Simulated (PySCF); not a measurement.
A geometry optimisation, step by step.

Species: trans-NiI2(PH3)2 (triplet state).
Bonds: Ni1–I2, Ni1–P3, Ni1–I7, Ni1–P8. Hydrogens: H4, H5, H6 on P3; H9, H10, H11 on P8.

Method: PySCF 2.14.0, PBE0-D3(BJ)/def2-SVP geometry optimisation, gas phase, def2 core potentials past Kr; unrestricted, density fitting, grid level 1; the optimiser is geomeTRIC in internal coordinates, started from a GFN2-xTB structure with every atom displaced at random (about 0.03 Å). The frame can shift and turn from step to step; on so coarse a grid that alone can change the energy by a few meV, and forces under 0.02 eV/Å are noise.

Step 0: E = -75898.8882 eV, largest atomic force 4.265 eV/Å
```
atom  x, y, z in Å  |  force x, y, z in eV/Å
Ni1     0.109   -0.077    0.010   -0.809   0.745  -0.035
I2      2.551   -0.021    0.034    1.053   0.032   0.027
P3     -0.055    2.353    0.148    3.578  -1.923  -0.822
H4     -0.923    3.138    0.674   -3.247   2.200   1.674
H5     -0.148    2.795   -1.160   -0.202   0.225  -0.829
H6      1.035    3.231    0.484    0.025  -0.458  -0.072
I7     -2.447   -0.013   -0.004   -0.320  -0.062  -0.004
P8      0.063   -2.342   -0.207   -1.653   0.185   1.491
H9     -1.017   -3.133   -0.614   -0.457  -0.057  -0.501
H10    -0.105   -2.803    1.151    0.200   0.342  -0.275
H11     1.037   -3.213   -0.487    1.832  -1.229  -0.654
```

Step 1: E = -75899.4517 eV, largest atomic force 0.742 eV/Å
```
atom  x, y, z in Å  |  force x, y, z in eV/Å
Ni1     0.087   -0.066    0.008   -0.222   0.528  -0.047
I2      2.628    0.079    0.045    0.143  -0.102  -0.013
P3     -0.011    2.370    0.140    0.230   0.190  -0.117
H4     -1.014    3.187    0.727   -0.118  -0.131  -0.031
H5     -0.137    2.826   -1.202   -0.076  -0.005   0.064
H6      1.115    3.177    0.474   -0.032  -0.163   0.031
I7     -2.510   -0.083   -0.012    0.060   0.015   0.020
P8      0.044   -2.384   -0.173   -0.203  -0.599   0.389
H9     -1.098   -3.092   -0.647    0.180   0.084  -0.151
H10    -0.099   -2.812    1.177    0.057   0.052  -0.019
H11     1.093   -3.287   -0.506   -0.019   0.131  -0.126
```

Step 2: E = -75899.4683 eV, largest atomic force 0.400 eV/Å
```
atom  x, y, z in Å  |  force x, y, z in eV/Å
Ni1     0.098   -0.040    0.005   -0.086   0.311  -0.044
I2      2.663   -0.129    0.025   -0.008   0.150   0.038
P3     -0.032    2.384    0.130    0.089   0.070  -0.112
H4     -1.086    3.148    0.720    0.176  -0.233  -0.054
H5     -0.179    2.850   -1.206   -0.016  -0.004   0.078
H6      1.080    3.188    0.485    0.057   0.062   0.039
I7     -2.492    0.067    0.001   -0.040  -0.167  -0.019
P8      0.054   -2.386   -0.149   -0.076  -0.330   0.212
H9     -1.058   -3.097   -0.671    0.031  -0.020  -0.069
H10    -0.079   -2.816    1.197    0.000  -0.028   0.002
H11     1.130   -3.254   -0.505   -0.127   0.188  -0.069
```

Step 3: E = -75899.5170 eV, largest atomic force 0.253 eV/Å
```
atom  x, y, z in Å  |  force x, y, z in eV/Å
Ni1     0.053   -0.022   -0.001    0.010   0.132  -0.032
I2      2.634   -0.010    0.026   -0.059  -0.001   0.007
P3      0.008    2.388    0.115   -0.211  -0.102  -0.097
H4     -1.053    3.129    0.720    0.198  -0.109  -0.026
H5     -0.152    2.878   -1.208    0.031   0.029   0.019
H6      1.141    3.149    0.488    0.013   0.088   0.058
I7     -2.537   -0.020   -0.005    0.024  -0.005   0.007
P8      0.022   -2.399   -0.122    0.117   0.035   0.096
H9     -1.053   -3.127   -0.684   -0.050  -0.039  -0.024
H10    -0.089   -2.844    1.219   -0.021  -0.096  -0.005
H11     1.124   -3.207   -0.518   -0.053   0.069  -0.003
```

Step 4: E = -75899.5271 eV, largest atomic force 0.130 eV/Å
```
atom  x, y, z in Å  |  force x, y, z in eV/Å
Ni1     0.042   -0.012   -0.003    0.029   0.037  -0.012
I2      2.622    0.000    0.026   -0.013  -0.015   0.002
P3      0.013    2.384    0.100   -0.082  -0.066  -0.077
H4     -1.041    3.109    0.721    0.080  -0.028   0.004
H5     -0.144    2.895   -1.215    0.016   0.033   0.008
H6      1.143    3.147    0.491   -0.030   0.024   0.029
I7     -2.543   -0.025   -0.002    0.002   0.012   0.006
P8      0.020   -2.400   -0.105    0.020   0.086   0.076
H9     -1.051   -3.121   -0.688    0.002  -0.022   0.002
H10    -0.090   -2.879    1.226   -0.014  -0.067  -0.025
H11     1.128   -3.183   -0.521   -0.009   0.007  -0.013
```

Step 5: E = -75899.5332 eV, largest atomic force 0.091 eV/Å
```
atom  x, y, z in Å  |  force x, y, z in eV/Å
Ni1     0.036    0.000   -0.004    0.037  -0.069   0.007
I2      2.616   -0.013    0.028    0.005  -0.002   0.003
P3      0.014    2.381    0.077    0.033  -0.016  -0.054
H4     -1.032    3.083    0.722   -0.044   0.034   0.025
H5     -0.139    2.925   -1.224   -0.008   0.021   0.004
H6      1.133    3.147    0.495   -0.006  -0.013   0.006
I7     -2.547   -0.009    0.005   -0.014   0.010   0.001
P8      0.018   -2.398   -0.081   -0.044   0.076   0.024
H9     -1.041   -3.120   -0.689    0.010   0.004   0.001
H10    -0.092   -2.930    1.229    0.005  -0.019  -0.005
H11     1.132   -3.151   -0.526    0.025  -0.026  -0.013
```

Step 6: E = -75899.5341 eV, largest atomic force 0.069 eV/Å
```
atom  x, y, z in Å  |  force x, y, z in eV/Å
Ni1     0.039   -0.001   -0.003    0.029  -0.063   0.008
I2      2.620   -0.017    0.032    0.001   0.003   0.004
P3      0.013    2.381    0.070    0.025   0.006  -0.032
H4     -1.033    3.080    0.721   -0.031   0.019   0.014
H5     -0.142    2.935   -1.227   -0.007   0.012   0.003
H6      1.130    3.146    0.494    0.001  -0.012   0.002
I7     -2.546   -0.005    0.007   -0.010   0.004   0.000
P8      0.018   -2.397   -0.076   -0.027   0.048   0.016
H9     -1.042   -3.113   -0.689    0.009   0.000   0.000
H10    -0.091   -2.944    1.229    0.002  -0.004  -0.006
H11     1.132   -3.150   -0.527    0.009  -0.012  -0.010
```

Step 7: E = -75899.5347 eV, largest atomic force 0.027 eV/Å
```
atom  x, y, z in Å  |  force x, y, z in eV/Å
Ni1     0.045   -0.005    0.000    0.007  -0.026   0.002
I2      2.625   -0.017    0.040   -0.005   0.002   0.005
P3      0.011    2.382    0.063   -0.001   0.021  -0.002
H4     -1.034    3.078    0.721    0.001  -0.007  -0.002
H5     -0.146    2.946   -1.229   -0.002   0.000   0.002
H6      1.129    3.144    0.491    0.004  -0.004  -0.002
I7     -2.543   -0.003    0.009   -0.003  -0.002   0.001
P8      0.018   -2.396   -0.071    0.002  -0.001   0.001
H9     -1.044   -3.106   -0.689    0.001   0.003  -0.004
H10    -0.091   -2.956    1.228    0.001   0.008   0.002
H11     1.128   -3.151   -0.531   -0.005   0.007  -0.003
```

Step 8: E = -75899.5348 eV, largest atomic force under 0.02 eV/Å
```
atom  x, y, z in Å  |  force x, y, z in eV/Å
Ni1     0.046   -0.006    0.002    0.000  -0.011  -0.001
I2      2.625   -0.018    0.045   -0.001   0.001   0.006
P3      0.011    2.382    0.061   -0.006   0.012   0.002
H4     -1.034    3.077    0.721    0.008  -0.008  -0.003
H5     -0.148    2.947   -1.230   -0.001  -0.002   0.001
H6      1.130    3.142    0.489    0.003   0.000  -0.002
I7     -2.543   -0.005    0.010    0.000  -0.001   0.002
P8      0.018   -2.396   -0.071    0.004  -0.002  -0.004
H9     -1.045   -3.102   -0.690    0.001  -0.001  -0.001
H10    -0.090   -2.957    1.228   -0.001   0.005   0.001
H11     1.127   -3.151   -0.533   -0.005   0.006   0.000
```

Problem. Summarise the path.

Solution. The energy falls by 0.6465 eV from step 0 to step 8; nine tenths of that is first reached at step 3. It falls at every step. The largest force goes from 4.265 to under 0.02 eV/Å. Among the bonds Ni1–I2 changes most, from 2.442 to 2.579 Å; the atoms move by 0.126 Å rms after alignment.

Problem. Follow the three bonds and two angles with the largest change from start to end.

Solution. 
| step | E above end (eV) | largest force (eV/Å) | Ni1–I2 (Å) | P3–H4 (Å) | Ni1–P8 (Å) | Ni1–P3–H4 (°) | Ni1–P8–H11 (°) |
| --- | --- | --- | --- | --- | --- | --- | --- |
| 0 | 0.6465 | 4.265 | 2.442 | 1.283 | 2.276 | 132.8 | 130.8 |
| 1 | 0.0831 | 0.742 | 2.545 | 1.420 | 2.326 | 128.6 | 129.5 |
| 2 | 0.0665 | 0.400 | 2.566 | 1.429 | 2.351 | 126.4 | 127.5 |
| 3 | 0.0178 | 0.253 | 2.582 | 1.428 | 2.381 | 123.5 | 124.8 |
| 4 | 0.0076 | 0.130 | 2.580 | 1.421 | 2.390 | 122.5 | 123.8 |
| 5 | 0.0015 | 0.091 | 2.580 | 1.415 | 2.399 | 121.2 | 122.4 |
| 6 | 0.0007 | 0.069 | 2.580 | 1.416 | 2.398 | 121.0 | 122.2 |
| 7 | 0.0001 | 0.027 | 2.580 | 1.418 | 2.393 | 120.9 | 122.2 |
| 8 | 0.0000 | under 0.02 | 2.579 | 1.418 | 2.391 | 120.8 | 122.2 |

What follows is the cost of the whole optimisation. Hardware: Arm Neoverse V2, one thread, shared host with 32 logical CPUs at a one-minute load of 10. Cost: 6.9 min, 0.75 GiB resident at most.
